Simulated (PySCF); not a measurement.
The free ion Ag6+ in its d5 configuration.

Method (PySCF 2.14, density fitting): CASSCF(5,5) with orbitals averaged over all microstates of the shell, strongly contracted NEVPT2 on the averaged canonical orbitals; basis x2c-TZVPall; spin-free X2C; gas phase; spin-orbit coupling by state interaction with the mean-field operator over all roots.

(1) Which term lies lowest, and with what spin?

(2) Which is the lowest state of another spin?

(3) What magnetic behaviour follows?

The job took 6.3 s on one thread of Intel Xeon Platinum 8488C (shared host), with 63 basis functions, launched as `OMP_NUM_THREADS=1 python lf_run.py task.json out`.

## Answers

(1) 6S (S = 5/2, orbital degeneracy 1), by NEVPT2.

(2) 4G at 33045 cm⁻¹ by NEVPT2; CASSCF alone puts it at 35747 cm⁻¹ above the same ground state.

(3) The lowest spin-orbit level is 6-fold with J = 5/2; the next lies at 32087.7 cm⁻¹. μeff is 5.90 μB at 300 K and 5.90 μB at 10 K; the spin-only value is 5.92 μB.
